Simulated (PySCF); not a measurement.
Results of a calculation; reference values are marked as such.
Si2BH4F2

Si2BH4F2 is a small molecule (built as: Si site whose three back bonds go to F, F, BHSiH3), neutral, doublet. The structure, one conformer, was relaxed in the gas phase by PBE0-D3(BJ)/def2-SVP. No frequency run checks that it is a minimum.

SMILES: F[Si](F)B[SiH3]

Coordinates in Å:
```
Si1     1.469    0.995    0.416
F2      2.276    2.138    1.202
F3      2.525    0.424   -0.649
B4     -0.306    0.426    0.648
Si5    -1.086   -0.968   -0.552
H6     -0.892    0.982    1.544
H7     -2.193   -0.379   -1.374
H8     -1.669   -2.090    0.252
H9     -0.082   -1.551   -1.497
```

EPR values by unrestricted B3LYP, IGLO-III on B F Si, pcH-1 on H.

Predict g and the largest hyperfine couplings. Where does the spin sit?

g = 2.0007, 2.0022, 2.0026. The spin sits on Si1 (54 %, bonded to 1 B + 2 F), B4 (47 %, bonded to 2 Si + 1 H) by Mulliken populations.
```
atom  isotope  isotropic (MHz)  dipolar, principal values (MHz)
  F3      19F             33.0              -55.2, -52.6, 107.8
  F2      19F             34.0              -53.0, -48.7, 101.7
 Si1     29Si            -27.5                -90.4, 44.4, 46.0
  B4      11B             17.7               -24.7, -23.0, 47.8
  H7       1H             40.6                  -1.8, -1.1, 2.9
  H6       1H            -29.8                 -12.4, 0.5, 11.9
```

How do the isotropic couplings move with BHandHLYP?

F3 33.0 to 51.9 MHz, F2 34.0 to 52.2 MHz, Si1 -27.5 to -45.4 MHz, B4 17.7 to 12.2 MHz.
